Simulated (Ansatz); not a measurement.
Stepwise reaction of `C[SiH](Br)Br` with hydrogen, as a gas-phase model of exchange steps in deposition or etching. ΔE in kJ/mol; ΔG adds harmonic PBE0-D4 terms to CCSD(T)/CBS, at 1 bar.

Isolated molecules relaxed with PBE0-D4/def2-TZVP in Ansatz; ΔE leaves out vibrations. CCSD(T)/CBS is the MP2 limit (def2-TZVPP, def2-QZVPP) plus CCSD(T) − MP2 in def2-TZVPP, frozen cores. This one scheme is used for every species. Functionals use def2-TZVPP. B3LYP here is the variant with VWN-RPA as its local correlation; programs differ in this. For Br outer-core shells are correlated without core-valence functions, which leaves a few kJ/mol of doubt a bond. Scalar relativity is left out up to krypton.

```tsv
step	reaction	PBE-D4	B3LYP-D4	ωB97M-V	CCSD(T)/CBS	ΔG(400 K)
2	`C[SiH2]Br` + H₂ → `C[SiH3]` + HBr	78.8	76.5	79.5	82.0	79.7
```

**Question.** Give the row of step 1, `C[SiH](Br)Br` + H₂ → `C[SiH2]Br` + HBr. (Best estimate.)

**Answer.** Ansatz gave: 
| step | reaction | PBE-D4 | B3LYP-D4 | ωB97M-V | CCSD(T)/CBS | ΔG(400 K) |
| --- | --- | --- | --- | --- | --- | --- |
| 1 | `C[SiH](Br)Br` + H₂ → `C[SiH2]Br` + HBr | 80.8 | 77.3 | 78.8 | 81.4 | 75.4 |

**Question.** By hand: ΔE of the 2 steps together at CCSD(T)/CBS.

**Answer.** (81.4) + (82.0) = 163.4 kJ/mol, or 81.7 kJ/mol a step.

In ΔE the steps differ by no more than 0.6 kJ/mol. All are uphill at CCSD(T)/CBS. ΔG lies between 75.4 and 79.7 kJ/mol a step. PBE-D4 differs from CCSD(T)/CBS by -3.2 to -0.6 kJ/mol a step. Isolated molecules leave out the surface, adducts and barriers. Largest T1 diagnostic: 0.010.
